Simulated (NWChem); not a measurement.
# GeH4; SMILES [GeH4]

All runs: NWChem. The level has its own optimisation; frequencies are unscaled.

What does the run give for Hartree-Fock/STO-3G? Quantities: r Ge–H (Å); highest harmonic frequency (cm⁻¹); lowest (cm⁻¹); zero-point energy (kcal/mol).


- r Ge–H (Å) = 1.431
- highest harmonic frequency (cm⁻¹) = 2505
- lowest (cm⁻¹) = 1054
- zero-point energy (kcal/mol) = 21.9
